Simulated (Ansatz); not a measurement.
LinHm (charge +1): PBE0-D4/def2-TZVP single points in Ansatz on relaxed structures, gas phase. Each cluster is the lowest isomer that a short search found in that spin, judged at the geometry's level, and lower ones may exist. HOMO and LUMO are taken over both spins. Singlets are spin-restricted. The spins of the ions were chosen, not always searched. A dash marks a value that wasn't run or was left out as unsound. The structures are stationary points that may keep the symmetry of their start. Remarks come from the PBE and PBE0 runs and from stability tests at other levels; not every state was tested.

```
species  atoms    state             geometry  HOMO (eV)  LUMO (eV)  gap (eV)  vertical EA (eV)  lowest of the spins relaxed  point group (within 0.1 Å)                                                remarks
  Li4H⁺      5  singlet    PBE0-D4/def2-TZVP      -8.06      -5.31      2.75              4.15  singlet, of singlet/triplet                           –  spin-contaminated (⟨S²⟩ up to 0.84) (neutral doublet)
 Li5H8⁺     13  singlet  r2SCAN-D4/def2-TZVP     -10.35      -4.41      5.94              3.35                            –                           –                                                      –
```

(1) Estimate the rows for Li3H5⁺ (doublet; reduced ion singlet, PBE0-D4/def2-TZVP geometry).

(1) 
| species | atoms | state | geometry | HOMO (eV) | LUMO (eV) | gap (eV) | vertical EA (eV) | lowest of the spins relaxed | point group (within 0.1 Å) | remarks |
| --- | --- | --- | --- | --- | --- | --- | --- | --- | --- | --- |
| Li3H5⁺ | 8 | doublet; reduced ion singlet | PBE0-D4/def2-TZVP | -8.50 | -5.02 | 3.48 | – | – | – | restricted singlet, untested (neutral singlet) |

The gap (eV) runs from 2.75 (Li4H⁺) to 5.94 (Li5H8⁺).
